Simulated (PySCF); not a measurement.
Species: C5H3F5O3.
Cartesian coordinates in Å at the GFN2-xTB level; atoms count from 1:
```xyz
16
C5H3F5O3 angstrom
O     -2.298    2.387    0.436
C     -1.830    1.340    0.173
O     -2.397    0.149    0.396
C     -1.584   -0.905   -0.066
C     -0.305   -0.184   -0.558
C      0.922   -0.535    0.310
F      0.635   -0.455    1.624
F      1.273   -1.821    0.073
C      2.148    0.372    0.013
F      3.256   -0.131    0.549
F      2.342    0.463   -1.305
F      1.978    1.595    0.493
O     -0.613    1.175   -0.431
H     -2.097   -1.430   -0.876
H     -1.388   -1.597    0.757
H     -0.049   -0.413   -1.600
```

Probes without a nucleus sit at each ring's centroid and 1 Å off its mean plane on both sides; NICS is minus the shielding there, NICSzz its component along the normal. Level: GIAO PBE0/pcSseg-1 (PySCF, non-relativistic, gas phase) on the GFN2-xTB geometry, one conformer.

Ring bond lengths (Å), with Mayer bond orders in brackets: C2–O3 1.338 (1.07), O3–C4 1.409 (0.89), C4–C5 1.547 (1.00), C5–O13 1.399 (0.92), O13–C2 1.369 (1.01).

Task: What do the NICS probes read (ppm)?

Result: 
```tsv
ring	type	NICS(0)	NICS(1), two faces	NICS(1)zz, two faces	rms pucker (Å)	centre to ring atoms, mean (Å)
C2–O3–C4–C5–O13	5-membered ring with 2 O; formal bonds all single	-8.5	-3.0 / -2.7	-5.3 / -5.9	0.02	1.20
```

Task: What do they say, and how far can they be read as aromaticity?

Result: 
- C2–O3–C4–C5–O13: mean NICS(1)zz -5.6 ppm, shielded. C4, C5 have four or more neighbours; no verdict on aromaticity is drawn. NICS(0) lies 6 ppm below the mean NICS(1).

Task: At the second NICS(1) probe listed for ring C2–O3–C4–C5–O13, 1 Å off the ring, how large is the induced field along the normal in 7.05 T applied along it?

Result: NICSzz × B0 = -5.9 ppm × 7.05 T = -42 μT, against the applied field.

Task: List the ring angles and the Hirshfeld charges of the ring atoms.

Result: 
- C2–O3–C4–C5–O13: C2 110.1° (+0.261 e), O3 111.5° (-0.102 e), C4 103.5° (+0.009 e), C5 104.0° (+0.021 e), O13 110.6° (-0.113 e); sum 539.7° against 540° for a flat convex ring.
